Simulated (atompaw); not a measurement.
**Before and after: PAW (atompaw) potential for carbon (C)**

```json
{
  "Element": "carbon (C)",
  "Generator": "atompaw 4.2.0.5",
  "Type": "PAW",
  "Functional": "LDA (PW92)",
  "Relativity": "scalar-relativistic",
  "Frozen core": "[He]",
  "Valence charge": "4",
  "Reference configuration": "2s2 2p2",
  "Partial waves": "2s (bound): rc 2.40 bohr; 2s channel at 4.1 Ry: rc 1.35 bohr; 2p (bound): rc 2.40 bohr; 2p channel at 1.95 Ry: rc 2.40 bohr",
  "Local potential": "vpsmatchnc scheme with l = 2 at 0.5 Ry, radius 2.00 bohr",
  "Core correction": "smooth core density matched at 1.60 bohr",
  "Augmentation charge": "sinc compensation charge, radius 1.85 bohr; PAW radius 2.40 bohr; waves and projectors: custom rrkj gramschmidtortho"
}
```

Change: wave 2s (bound): rc 2.40 bohr becomes 2s (bound): rc 1.30 bohr.

Cutoffs: the cutoffs (Ry, on a coarse ladder) from which the occupation-weighted sum of valence levels, in a spherical-Bessel basis at the reference potential, stays within 10 and 1 mRy of its value at 400 Ry; they do not see the model core or the augmentation charge, which bear on the density cutoff.

Question: What does the change do?

Answer: The potential gets neither clearly harder nor softer (12 Ry and 15 Ry → 12 Ry and 15 Ry); the bound ghost in s disappears.

| quantity | base | changed |
| --- | --- | --- |
| cutoff, loose | 12 Ry | 12 Ry |
| cutoff, tight | 15 Ry | 15 Ry |
| loose cutoff by channel (10 mRy a level) | s 6 Ry, p 10 Ry | s 8 Ry, p 10 Ry |
| bound ghosts | s | none |
| s: phases at 2.40 bohr within 0.05 rad from the reference energy up to (Ry; the scan ends near 5) | to the end of the scan | to the end of the scan |
| p: phases at 2.40 bohr within 0.05 rad from the reference energy up to (Ry; the scan ends near 5) | to the end of the scan | to the end of the scan |
| lowest overlap eigenvalue by channel | s 0.58, p 0.82 | s 0.49, p 0.82 |

 A true bound ghost makes a file unfit for plane-wave use even where its test errors are small: the radial tests pick states by their node count and pass the ghost by. The cutoffs see the waves, projectors and local potential, not the compensation charge or the core.
